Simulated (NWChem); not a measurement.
System: CH$_{9}$NSi$_{2}$; SMILES NC([SiH3])[SiH3]

Input file for NWChem:

```
start job
memory heap 200 mb stack 900 mb global 1100 mb
geometry units angstroms noautosym nocenter noautoz
  N      1.757946     0.084676     0.169165
  C      0.412865     0.012696    -0.415955
  Si    -0.507980    -1.595849     0.004721
  Si    -0.515597     1.602759     0.036460
  H      2.340943    -0.691133    -0.141833
  H      1.713931     0.023383     1.185439
  H      0.505543     0.060699    -1.517620
  H      0.343909    -2.759330    -0.402509
  H     -0.706504    -1.675368     1.486728
  H     -1.839843    -1.712844    -0.668653
  H     -0.553282     1.739724     1.526410
  H     -1.922604     1.546480    -0.469683
  H      0.171355     2.796052    -0.540421
end
basis spherical
  * library def2-svp
end
dft
  xc m05-2x
  iterations 150
end
cosmo
  do_cosmo_smd true
  solvent dmso
end
task dft energy
```

Geometry: optimised at PBE0/def2-SVP. Not confirmed as a minimum by frequencies. Solvent: dimethyl sulfoxide.

Level: M05-2X/def2-SVP with SMD (1 M gas to 1 M solution), gas-phase geometry. Reactions with the solvent are ignored.

Question: Give the results of this calculation. (M05-2X/def2-SVP, SMD on the gas-phase geometry.) Quantities: solvation free energy (kcal/mol); cavity-dispersion-structure term (kcal/mol); dipole in solution (D).

Answer: solvation free energy (kcal/mol): -1.9
cavity-dispersion-structure term (kcal/mol): 2.3
dipole in solution (D): 1.37
